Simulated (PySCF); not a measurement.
**Gas-phase XPS of `CNB[AsH2]`, computed**

Species: CH₇AsBN.
Z-matrix (Å and degrees, PBE0-D3(BJ)/def2-SVP geometry), rows numbered from 1:
```
C 
N   1  1.4435
B   2  1.3879  1  127.00
As  3  2.0400  2  122.61  1   175.38
H   1  1.1031  2  111.78  3  -119.88
H   1  1.1031  2  111.73  3   119.30
H   1  1.0978  2  109.34  3    -0.31
H   2  1.0148  1  113.78  3  -179.09
H   3  1.2110  2  118.73  1     0.36
H   4  1.5267  3   96.61  2    28.61
H   4  1.5221  3   94.19  2   122.62
```

Method: delta-SCF UKS SCAN, pcX-2 on the ionised atom, pcseg-1 elsewhere, spin-free X2C in PySCF 2.14.0. Vertical ΔSCF values, vacuum level as zero.

**Question.** List the computed XPS lines with their assignment.

**Answer.** 
```csv
atom(s),bonded to,level,binding energy (eV),count
C1,N and 3 H,C 1s,291.88,1
N2,"C, H and B",N 1s,405.25,1
B3,"N, H and As",B 1s,195.28,1
```

**Question.** Give the binding energy of B 1s of B3 in hartree and in kJ/mol.

**Answer.** 195.28 eV = 7.1764 Eh = 18842 kJ/mol.

**Question.** Which photon wavelength matches the B 1s of B3 threshold?

**Answer.** λ = hc/E = 12398.42 eV Å / 195.28 eV = 63.490 Å.

Spin contamination (⟨S²⟩ against 0.75 for a pure doublet) is marked for B 1s of B3 (0.86), which makes this value less certain. No level of arsenic is listed. One conformer (not necessarily the lowest) at the PBE0-D3(BJ)/def2-SVP geometry, without solvent, vibrations or thermal averaging.
